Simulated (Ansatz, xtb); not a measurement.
**Two structures of FGeH5NSn+**

Structure X is a singlet given by its coordinates and structure Y is `[F][Sn][NH2+][GeH3]`, a singlet. Both are isolated ions in the gas phase, relaxed with PBE-D3(BJ)/def2-SVP; the shapes shown needn't be the lowest conformers.

X (Å):

```xyz
9

F     0.8949   -0.3314   -0.0682
Ge   -0.2447   -1.4746   -1.1047
N    -1.8835   -0.5003   -0.1156
Sn    1.0531   -1.6435    1.7794
H    -2.0599    0.4403   -0.5064
H    -2.7748   -1.0219   -0.1618
H    -1.6292   -0.3953    0.8917
H    -0.0937   -2.5365    0.2790
H    -0.5589   -0.9221    2.2484
```

Close contacts (Å): F1–Ge2 1.92, F1–Sn4 2.27, Ge2–N3 2.15, Ge2–Sn4 3.17, Ge2–H8 1.75, N3–H5 1.03, N3–H6 1.03, N3–H7 1.04, Sn4–H8 2.09, Sn4–H9 1.83.

Y (Å):

```
atom    x (Å)    y (Å)    z (Å)
   F  -1.6596  -1.7409  -0.1112
  Ge   1.8108  -0.4138  -2.1673
   N   0.8830  -0.5010  -0.4267
  Sn  -1.3452   0.1827  -0.3095
   H   0.7757  -1.4943  -0.1482
   H   1.4787  -0.0621   0.2965
   H   0.7293  -0.9105  -3.1471
   H   2.1367   1.0835  -2.3085
   H   3.0289  -1.3434  -2.0373
```

Q: Which of the two would you expect CCSD(T)/def2-SVP + ΔMP2/def2-TZVPP electronic energies to favour?

A: Structure Y; the calculation gives E(Y) − E(X) = −0.416 eV.

The same difference at several levels:

| level | geometry | E(Y) − E(X) (eV) | departure from the last row (eV) | job, with rough time for the two |
| --- | --- | --- | --- | --- |
| PBE-D3(BJ)/def2-SVP | PBE-D3(BJ)/def2-SVP | +0.067 | +0.483 | optimisation, 86 s |
| HF/def2-SVP | PBE-D3(BJ)/def2-SVP | −0.517 | −0.101 | part of the CCSD(T) run |
| MP2/def2-SVP | PBE-D3(BJ)/def2-SVP | −0.545 | −0.128 | part of the CCSD(T) run |
| CCSD(T)/def2-SVP | PBE-D3(BJ)/def2-SVP | −0.366 | +0.050 | single point |
| CCSD(T)/def2-SVP + ΔMP2/def2-TZVPP | PBE-D3(BJ)/def2-SVP | −0.416 |  | single point, 41 s |

PBE-D3(BJ)/def2-SVP puts the two in the other order. The largest departure from CCSD(T)/def2-SVP + ΔMP2/def2-TZVPP is that of PBE-D3(BJ)/def2-SVP, 0.483 eV. Levels run at GFN2-xTB geometries aren't shown. The last row adds to CCSD(T) the change of the MP2 difference between the two basis sets, here −0.050 eV.

With harmonic frequencies from PBE-D3(BJ)/def2-SVP (ideal gas, rigid rotor, one conformer each, 298.15 K, 1 atm): on the last row, ΔE + ΔZPE = −0.459 eV. A mode under 50 cm⁻¹ makes harmonic enthalpies and free energies unreliable, so none is given.

The correlated steps freeze 15 core orbitals; the filled d shell of Ge and Sn is correlated, in a basis made for valence electrons. Atoms past krypton carry core potentials in the def2 sets and no spin–orbit term is included. Codes used: Ansatz 0.2.0; the last row on 2 threads of Intel(R) Xeon(R) Platinum 8375C CPU @ 2.90GHz (Ice Lake) on a shared host.
